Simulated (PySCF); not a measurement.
## Computed properties of CH₈FNSi₂, SMILES NC[SiH2][SiH2]F

CH8FNSi2, SMILES [SiH2](CN)[SiH2]F. Coordinates come from a PBE0-D3(BJ)/def2-SVP optimisation. The structure was generated by enumeration, and PubChem lists no compound with its InChIKey, so it may never have been made. One conformer was computed; it need not be the lowest. All values are computed for the isolated molecule unless a solvent is named; none is compared with measurement here.

**Structure.** All 33 harmonic modes at PBE0-D3(BJ)/def2-SVP (PySCF) are real, so it is a minimum. With heavy atoms numbered as in [NH2:1][CH2:2][SiH2:3][SiH2:4][F:5], the shortest bond between them is N1–C2 at 1.456 Å and the longest Si3–Si4 at 2.345 Å.

**Vibrations.** The strongest infrared lines (harmonic, unscaled, degenerate partners summed) lie at 786 cm⁻¹ (241 km/mol, H 84 %, Si 11 %), 844 cm⁻¹ (213 km/mol, H 60 %, F 26 %), 853 cm⁻¹ (209 km/mol, H 53 %, F 20 %, N 15 %, Si 10 %). The softest mode is at 39 cm⁻¹ and the zero-point energy is 57.8 kcal/mol.

**Electronic structure.** ωB97X/def2-TZVP (PySCF) places the frontier levels at -9.02 and 1.38 eV, a gap of 10.40 eV, and gives a dipole moment of 1.79 D and a mean polarisability of 76.0 bohr³. PBE/def2-TZVP (PySCF) at the same geometry gives -5.36 and -1.49 eV, so its gap is 6.53 eV narrower. An orbital gap is neither the optical nor the fundamental gap.

**Excitations.** TDA-ωB97X/def2-SVPD (PySCF) has S1 at 6.05 eV (205 nm, f = 0.013, weak); the most intense of the 10 singlets computed lies at 6.83 eV (f = 0.11). T1 (TDA) is at 5.50 eV, 0.55 eV under S1. TDA-PBE/def2-SVPD (PySCF) puts S1 at 4.06 eV. No vertical singlet excitation falls in the visible range (under 3.1 eV).

**NMR.** GIAO shifts at HF/pcSseg-1 (PySCF) (non-relativistic, atoms alike by connectivity averaged): ¹³C at 23.3 ppm against TMS; ¹H from 0.4 to 5.2 ppm against TMS; ²⁹Si from -54.5 to -2.5 ppm against TMS; ¹⁹F at -207.8 ppm against CFCl3.
